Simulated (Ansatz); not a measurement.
H₈N₂OSi₂ (`N[Si](N)(O)[SiH3]`), relaxed with RKS PBE-D4/def2-SVP in Ansatz 0.2.0 from a rough embedded geometry. The force threshold is 0.03 eV/Å; the program also tests the step.

Charge 0, multiplicity 1.

Start:

```xyz
13

N    -0.830   -0.681   -1.353
Si   -0.231    0.140   -0.097
N    -1.301   -0.455    1.030
O    -0.830    1.704   -0.344
Si    2.035   -0.010    0.324
H    -0.728   -1.731   -1.182
H    -1.872   -0.606   -1.366
H    -1.047   -0.095    1.997
H    -2.197    0.011    0.946
H    -0.647    1.956   -1.275
H     2.844    0.568   -0.754
H     2.437   -1.447    0.511
H     2.368    0.646    1.563
```

Q: How much energy does the relaxation release, and in how many steps? (Best estimate.)

A: Computed: 135.79 kJ/mol, in 7 steps, 1 of them rejected.

Q: Which bonds change most? (An estimate is asked.)

A: The calculation gave: N1–Si2 from 1.616 to 1.742 Å; Si2–N3 from 1.664 to 1.738 Å; Si5–H13 from 1.441 to 1.509 Å; N1–H6 from 1.069 to 1.023 Å.

Q: Give the relaxed structure. (Best estimate.)

A: Computed: 
```xyz
13

N    -0.836   -0.824   -1.436
Si   -0.412    0.184   -0.080
N    -1.216   -0.250    1.399
O    -0.822    1.767   -0.514
Si    1.895   -0.045    0.331
H    -0.636   -1.826   -1.393
H    -1.730   -0.655   -1.906
H    -0.911    0.201    2.266
H    -2.238   -0.335    1.393
H    -0.402    2.063   -1.341
H     2.707    0.650   -0.733
H     2.322   -1.492    0.353
H     2.278    0.562    1.659
```
